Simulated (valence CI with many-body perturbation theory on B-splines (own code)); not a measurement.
# E1 line list for Sc13+

Method: valence CI with perturbative core correlation (CI+MBPT): six valence electrons over a frozen Dirac-Fock core [He], a basis of 9 s, 9 p, 8 d, 6 f, 3 g, 1 h functions for each j, with the one-electron correlation potential Σ1 (screened to all orders), the two-electron term Σ2, the three-electron term Σ3, Breit, model QED; selected single and double excitations, second order for the rest, scaled by the run's own slope (own B-spline code, finite nucleus).

No measured levels were compared; by estimate levels of excited configurations hold to 0.05 to 0.15 % of their energy, terms of the ground configuration to about 0.5 %. Among the levels kept, up to 3000 cm⁻¹ of a level comes from second order outside the variational space, and about a tenth of that is noise between levels of different J, which matters for small intervals.

Lines 151 to 192 of 192 in falling wavelength, among levels below 536.20 eV, chosen from the strongest by gf and those to the six lowest levels. Wavelengths and rates use the calculated energies, so an error of 2000 cm⁻¹ moves a line at 2.548 nm by 0.051 % and its rate by three times that or more. Electric multipoles are in the length gauge, E1 and E2 with the static RPA response of the core. Weak lines are less certain than strong ones. Lines between different terms over intervals too small for the method are left out, as are lines whose strength nearly cancels. The highest levels of a list are the least certain.

| λ vac (nm) | Upper | Lower | A (s⁻¹) | S (a.u.) with core polarisation | S without |
| --- | --- | --- | --- | --- | --- |
| 2.548 | 2s2 2p3 3s 1D°_2 | 2s2 2p4 3P_1 | 5.01e+10 | 2.04e-03 | 2.04e-03 |
| 2.545 | 2s2 2p3 3s 3D°_1 | 2s2 2p4 3P_2 | 1.35e+10 | 3.29e-04 | 3.28e-04 |
| 2.544 | 2s2 2p3 3s 3D°_2 | 2s2 2p4 3P_2 | 2.48e+11 | 1.01e-02 | 1.00e-02 |
| 2.541 | 2s2 2p3 3s 1P°_1 | 2s2 2p4 1D_2 | 4.37e+11 | 1.06e-02 | 1.06e-02 |
| 2.539 | 2s2 2p3 3s 3D°_3 | 2s2 2p4 3P_2 | 3.88e+11 | 2.20e-02 | 2.19e-02 |
| 2.528 | 2s2 2p3 3s 1D°_2 | 2s2 2p4 3P_2 | 4.30e+10 | 1.71e-03 | 1.71e-03 |
| 2.519 | 2s2 2p3 3s 3P°_1 | 2s2 2p4 3P_0 | 2.18e+11 | 5.16e-03 | 5.14e-03 |
| 2.518 | 2s2 2p3 3s 3P°_0 | 2s2 2p4 3P_1 | 3.82e+11 | 3.01e-03 | 3.00e-03 |
| 2.516 | 2s2 2p3 3s 3P°_1 | 2s2 2p4 3P_1 | 7.23e+10 | 1.71e-03 | 1.70e-03 |
| 2.508 | 2s2 2p3 3s 3P°_2 | 2s2 2p4 3P_1 | 1.91e+11 | 7.45e-03 | 7.42e-03 |
| 2.501 | 2s2 2p3 3s 1P°_1 | 2s2 2p4 3P_0 | 1.12e+10 | 2.59e-04 | 2.58e-04 |
| 2.498 | 2s2 2p3 3s 1P°_1 | 2s2 2p4 3P_1 | 1.58e+09 | 3.64e-05 | 3.62e-05 |
| 2.497 | 2s2 2p3 3d 5D°_1 | 2s2 2p4 1S_0 | 6.57e+06 | 1.52e-07 | 1.52e-07 |
| 2.496 | 2s2 2p3 3s 3P°_1 | 2s2 2p4 3P_2 | 7.28e+10 | 1.68e-03 | 1.67e-03 |
| 2.488 | 2s2 2p3 3s 3P°_2 | 2s2 2p4 3P_2 | 1.12e+11 | 4.26e-03 | 4.25e-03 |
| 2.479 | 2s2 2p3 3s 1P°_1 | 2s2 2p4 3P_2 | 5.32e+09 | 1.20e-04 | 1.19e-04 |
| 2.469 | 2s2 2p3 3d 3D°_1 | 2s2 2p4 1S_0 | 8.72e+07 | 1.94e-06 | 1.94e-06 |
| 2.437 | 2s2 2p3 3d 5D°_1 | 2s2 2p4 1D_2 | 6.60e+07 | 1.41e-06 | 1.42e-06 |
| 2.437 | 2s2 2p3 3d 5D°_2 | 2s2 2p4 1D_2 | 2.02e+07 | 7.22e-07 | 7.23e-07 |
| 2.437 | 2s2 2p3 3d 5D°_3 | 2s2 2p4 1D_2 | 1.90e+08 | 9.52e-06 | 9.53e-06 |
| 2.413 | 2s2 2p3 3d 3D°_2 | 2s2 2p4 1D_2 | 1.41e+10 | 4.90e-04 | 4.91e-04 |
| 2.410 | 2s2 2p3 3d 3D°_1 | 2s2 2p4 1D_2 | 6.61e+09 | 1.37e-04 | 1.37e-04 |
| 2.409 | 2s2 2p3 3d 3D°_3 | 2s2 2p4 1D_2 | 1.70e+10 | 8.20e-04 | 8.21e-04 |
| 2.401 | 2s2 2p3 3d 5D°_1 | 2s2 2p4 3P_0 | 4.30e+09 | 8.80e-05 | 8.82e-05 |
| 2.398 | 2s2 2p3 3d 5D°_0 | 2s2 2p4 3P_1 | 2.45e+10 | 1.67e-04 | 1.67e-04 |
| 2.398 | 2s2 2p3 3d 5D°_1 | 2s2 2p4 3P_1 | 6.89e+09 | 1.41e-04 | 1.41e-04 |
| 2.398 | 2s2 2p3 3d 5D°_2 | 2s2 2p4 3P_1 | 1.17e+09 | 3.98e-05 | 3.98e-05 |
| 2.380 | 2s2 2p3 3d 5D°_1 | 2s2 2p4 3P_2 | 1.80e+10 | 3.59e-04 | 3.60e-04 |
| 2.380 | 2s2 2p3 3d 5D°_2 | 2s2 2p4 3P_2 | 2.07e+10 | 6.90e-04 | 6.91e-04 |
| 2.380 | 2s2 2p3 3d 5D°_3 | 2s2 2p4 3P_2 | 2.78e+09 | 1.30e-04 | 1.30e-04 |
| 2.375 | 2s2 2p3 3d 3F°_2 | 2s2 2p4 1D_2 | 6.02e+09 | 1.99e-04 | 1.99e-04 |
| 2.374 | 2s2 2p3 3d 3D°_2 | 2s2 2p4 3P_1 | 9.65e+11 | 3.19e-02 | 3.19e-02 |
| 2.374 | 2s2 2p3 3d 3D°_1 | 2s2 2p4 3P_0 | 1.01e+12 | 2.00e-02 | 2.01e-02 |
| 2.372 | 2s2 2p3 3d 3F°_3 | 2s2 2p4 1D_2 | 1.20e+10 | 5.53e-04 | 5.54e-04 |
| 2.372 | 2s2 2p3 3d 3D°_1 | 2s2 2p4 3P_1 | 7.27e+11 | 1.44e-02 | 1.44e-02 |
| 2.357 | 2s2 2p3 3d 3D°_2 | 2s2 2p4 3P_2 | 5.50e+11 | 1.78e-02 | 1.78e-02 |
| 2.354 | 2s2 2p3 3d 3D°_1 | 2s2 2p4 3P_2 | 6.95e+10 | 1.34e-03 | 1.34e-03 |
| 2.354 | 2s2 2p3 3d 3D°_3 | 2s2 2p4 3P_2 | 1.83e+12 | 8.26e-02 | 8.27e-02 |
| 2.338 | 2s2 2p3 3d 3F°_2 | 2s2 2p4 3P_1 | 9.21e+10 | 2.91e-03 | 2.91e-03 |
| 2.333 | 2s2 2p3 3d 1S°_0 | 2s2 2p4 3P_1 | 1.90e+10 | 1.19e-04 | 1.19e-04 |
| 2.321 | 2s2 2p3 3d 3F°_2 | 2s2 2p4 3P_2 | 7.91e+10 | 2.44e-03 | 2.44e-03 |
| 2.318 | 2s2 2p3 3d 3F°_3 | 2s2 2p4 3P_2 | 1.98e+11 | 8.53e-03 | 8.54e-03 |
